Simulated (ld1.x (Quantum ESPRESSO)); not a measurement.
fluorine (F): one change to a TM potential, before and after

* Element: F (Z = 9)
* Generator: ld1.x (Quantum ESPRESSO) 7.5
* Type: norm-conserving Troullier–Martins (Kleinman–Bylander form)
* Functional: Wu–Cohen
* Relativity: non-relativistic
* Frozen core: [He]
* Valence charge: 7
* Reference configuration: 2s2 2p5
* Partial waves: 2s (bound): rc 0.85 bohr; 3d channel at 0.35 Ry: rc 1.55 bohr; 2p (bound): rc 1.60 bohr
* Local potential: the p channel
* Core correction: Bessel-smoothed model core inside 0.55 bohr

Change: local potential the s channel.

Cutoffs: the cutoffs (Ry, on a coarse ladder) from which the occupation-weighted sum of valence levels, in a spherical-Bessel basis at the reference potential, stays within 10 and 1 mRy of its value at 400 Ry; they do not see the model core or the augmentation charge, which bear on the density cutoff. Errors are all-electron minus pseudo energies relative to the spin-unpolarised reference configuration.

Question: How do hardness, ghosts and transferability respond?

Answer: The potential gets neither clearly harder nor softer (100 Ry and 200 Ry → 100 Ry and 200 Ry); of the 7 tests that both files solve, the error grows in 3 and shrinks in 1 by more than 15 % and 0.3 meV (median size 160.2 → 103.5 meV); the range in which the s phases agree widens (upper end 1.7 → 3.8); neither file shows a bound ghost.

```csv
quantity,base,changed
"cutoff, loose",100 Ry,100 Ry
"cutoff, tight",200 Ry,200 Ry
bound ghosts,none,none
"error for 2s2 2p4, meV [ΔE 19.39 eV]",-7.8,+38
"error for 2s2 2p3, meV [ΔE 57.77 eV]",+162,+345
"error for 2s2 2p2, meV [ΔE 118.41 eV]",+1055,+1401
"error for 2s1 2p6, meV [ΔE 18.59 eV]",+9.1,+9.6
"error for 2s1 2p5, meV [ΔE 38.26 eV]",-160,-103
"error for 2s2 2p4.5, meV [ΔE 7.54 eV]",-5.3,+5.5
"error for 2s2 2p1, meV [ΔE 204.20 eV]",+3515,+3941
s: phases at 1.75 bohr within 0.05 rad from the reference energy up to (Ry; the scan ends near 5),1.7,3.8
p: phases at 1.75 bohr within 0.05 rad from the reference energy up to (Ry; the scan ends near 5),1.7,2.6
d: phases at 1.75 bohr within 0.05 rad from the reference energy up to (Ry; the scan ends near 5),to the end of the scan,to the end of the scan
```
